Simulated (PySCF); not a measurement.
# Correlation energy of Ce(40+) (cerium, charge +40)

[Ar], closed-shell 1S. Computed with PySCF 2.14 in an uncontracted even-tempered set (16 s from 7.7 bohr⁻², ratio 2.5; 10 p from 10 bohr⁻², ratio 2.5; 4 d from 44 bohr⁻², ratio 2.7; 4 f from 66 bohr⁻², ratio 2.7), with the non-relativistic Hamiltonian (point nucleus). Frozen: 1s2; 16 electrons correlated; the 17 highest virtual orbitals of each spin left out.

```tsv
level	correlation energy (mhartree)
CCSD	-626.18
(T)	-1.12
CCSD(T)	-627.30
```

Diagnostics: T1 = 0.00029, D1 = 0.0007, largest double amplitude 0.015.

A non-relativistic calculation at this Z misses sizeable relativistic shifts.

Cost of the coupled-cluster step: about 14 core-seconds, for 16 correlated electrons.

At this charge a non-relativistic calculation is a model, useful for the Z dependence of the correlation energy.
